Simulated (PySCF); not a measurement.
**Spinor energies of Pd²⁸⁺ (palladium, charge +28)**

Start: [Ar]. Calculated with PySCF 2.14 in an even-tempered Gaussian basis (19 s from 4.3 bohr⁻², ratio 2.4; 14 p from 5.6 bohr⁻², ratio 2.4; 5 d from 24 bohr⁻², ratio 2.6; 4 f from 36 bohr⁻², ratio 2.6): generalised Hartree-Fock with the X2C-1e Hamiltonian and a Gaussian nucleus; one run each with spin-orbit coupling (SO) switched off, then screened by Boettger's factors.

| spinor shell | electrons | ε, spin-free (eV) | ε, screened SO (eV) | weight of nominal j (screened SO) | rms radius, screened SO (bohr) |
| --- | --- | --- | --- | --- | --- |
| 1s1/2 | 2 | -25819.5 | -25818.0 | 1.000 | 0.0365 |
| 2s1/2 | 2 | -4972.2 | -4971.8 | 1.000 | 0.148 |
| 2p1/2 | 2 | -4593.3 | -4705.4 | 1.000 | 0.128 |
| 2p3/2 | 4 | -4593.3 | -4541.6 | 1.000 | 0.133 |
| 3s1/2 | 2 | -1789.2 | -1789.1 | 1.000 | 0.366 |
| 3p1/2 | 2 | -1657.5 | -1682.9 | 1.000 | 0.356 |

Problem. Where does 3p3/2 lie, and what is the 3p spin-orbit splitting (screened SO)?

Solution. At -1645.7 eV, 37.148 eV above 3p1/2.

```tsv
quantity	spin-free	screened SO
E (hartree)	-4506.00982	-4506.87241
M_J	0	0
⟨J²⟩	0.000	0.000
⟨L²⟩	0.000	0.007
⟨S²⟩	0.000	0.007
```

Breit and QED terms are absent; they matter most for the inner s and p1/2 levels.

Densities and radii are taken from the X2C orbitals without a picture-change correction, which distorts them close to the nucleus.

Without spin-orbit coupling the j labels of p, d and f shells carry no meaning; the spin-free column gives the mean over the occupied spinors of each nl shell.
